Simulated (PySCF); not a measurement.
Si(AsH2)(OH)3 (AsH5O3Si), SMILES [AsH2][Si](O)(O)O. The structure is a stationary point at PBE-D3(BJ)/def2-SVP. The structure was generated by enumeration, and PubChem lists no compound with its InChIKey, so it may never have been made. The values are those of a single conformer.

### Question
Give the equilibrium geometry at PBE-D3(BJ)/def2-SVP (PySCF confirms it by a frequency run) as Cartesian coordinates in Å. (The exact figures need the calculation; the answer reports its results.)

### Answer
Several could match; the one computed here: 
```xyz
10

O     -1.1553    -0.0194     1.8488
Si    -0.8504     0.1020     0.1999
O     -1.2378     1.5839    -0.4656
O     -1.8521    -1.0534    -0.4781
As     1.4305    -0.1714    -0.4035
H     -0.4989     0.4245     2.4136
H     -2.1978     1.7309    -0.5533
H     -2.1149    -1.7465     0.1532
H      1.6254    -1.2297     0.7017
H      1.8459     0.9592     0.5609
```
Charge 0, spin multiplicity 1.
